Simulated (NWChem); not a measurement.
BF2 cation

```xyz
3

F      0.0000     0.0000    -1.2264
B      0.0000     0.0000     0.0000
F      0.0000     0.0000     1.2264
```
Atoms are numbered in this order, from 1.

Computed with NWChem. Medium grid unless said otherwise, to which SCAN and Minnesota functionals are sensitive. Coordinates come from a PBE0-D3(BJ)/def2-TZVP optimisation. Total energies of different functionals are on different scales.

```tsv
level	energy (Ha)	highest occupied level (eV)	orbital gap (eV)
B3LYP/def2-SVP	-224.0797	?	?
PBE/def2-SVP	-223.8533	-20.59	11.18
LDA (Slater exchange, PW92)/def2-SVP	-222.5355	-20.81	11.15
MN15/def2-SVP	-223.8873	-23.68	16.24
CAM-B3LYP/def2-SVP	-224.0158	-24.26	16.93
MN15-L/def2-SVP	-223.8761	-21.55	12.94
BP86/def2-SVP	-224.0700	-20.71	11.31
BLYP/def2-SVP	-224.0634	-20.45	11.04
```

Question: Complete the blanks.

Answer: 
- B3LYP/def2-SVP, highest occupied level (eV): -22.39
- B3LYP/def2-SVP, orbital gap (eV): 13.67
